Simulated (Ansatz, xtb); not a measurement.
Species: YBr₂, charge 0, multiplicity 2. The spin state was set by rule; other spins were not relaxed. 
Structure (B3LYP-D3(BJ)/def2-TZVP (Ansatz, an electronic-structure program) minimum search):
```xyz
3

Y      0.4311     0.3803     0.4286
Br    -0.4145     1.6220    -1.6906
Br    -0.0658    -2.0458     1.2130
```
Charge 0, spin multiplicity 2.

Harmonic wavenumbers from GFN2-xTB (xtb, at its own minimum), cm⁻¹: 70, 218, 248.

### Question
Give the harmonic wavenumbers at B3LYP-D3(BJ)/def2-TZVP (Ansatz, finite differences of forces, unscaled).

### Answer
38, 225, 278 cm⁻¹. Zero-point energy 0.8 kcal/mol.
